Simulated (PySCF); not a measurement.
**Cost of excited-state runs on SMILES C=Nc1cnn([SiH3])c1, C₄H₇N₃Si**

Molfile (atoms numbered from 1):
```
C4H7N3Si
     RDKit          3D

 15 15  0  0  0  0  0  0  0  0999 V2000
   -3.2586    0.0619    0.3964 C   0  0  0  0  0  0  0  0  0  0  0  0
   -2.1794    0.3744    0.9642 N   0  0  0  0  0  0  0  0  0  0  0  0
   -0.9530    0.0313    0.4408 C   0  0  0  0  0  0  0  0  0  0  0  0
   -0.5734   -1.0038   -0.4563 C   0  0  0  0  0  0  0  0  0  0  0  0
    0.7212   -1.0007   -0.6470 N   0  0  0  0  0  0  0  0  0  0  0  0
    1.2251    0.0131    0.0821 N   0  0  0  0  0  0  0  0  0  0  0  0
    2.9630    0.2674   -0.0074 Si  0  0  0  0  0  4  0  0  0  0  0  0
    0.2437    0.6422    0.7617 C   0  0  0  0  0  0  0  0  0  0  0  0
   -3.3414   -0.4623   -0.5599 H   0  0  0  0  0  0  0  0  0  0  0  0
   -4.1818    0.3397    0.8835 H   0  0  0  0  0  0  0  0  0  0  0  0
   -1.1905   -1.7451   -0.9253 H   0  0  0  0  0  0  0  0  0  0  0  0
    3.2756    0.5276   -1.4084 H   0  0  0  0  0  0  0  0  0  0  0  0
    3.1962    1.4276    0.8511 H   0  0  0  0  0  0  0  0  0  0  0  0
    3.6004   -0.9452    0.4950 H   0  0  0  0  0  0  0  0  0  0  0  0
    0.4486    1.4799    1.3954 H   0  0  0  0  0  0  0  0  0  0  0  0
  1  2  2  0
  2  3  1  0
  3  4  1  0
  4  5  2  0
  5  6  1  0
  6  7  1  0
  6  8  1  0
  8  3  2  0
  1  9  1  0
  1 10  1  0
  4 11  1  0
  7 12  1  0
  7 13  1  0
  7 14  1  0
  8 15  1  0
M  END
```

PySCF with density fitting, on 1 thread of an Arm Neoverse V2, shared host. Command: `OMP_NUM_THREADS=1 python excited_run.py task.json out`

**Question.** How long does each of these runs take, and how much memory?
- magnetisability and related constants, B97-2/pcSseg-1; isotopologues
- magnetisability and related constants, wB97X/MINI; usual settings

**Answer.** 
```tsv
run	level	basis functions	wall time	peak memory (GiB)
magnetisability and related constants	B97-2/pcSseg-1	178	29 s	0.79
magnetisability and related constants	wB97X/MINI	51	9.5 s	0.48
```
Times from a shared host are rough.
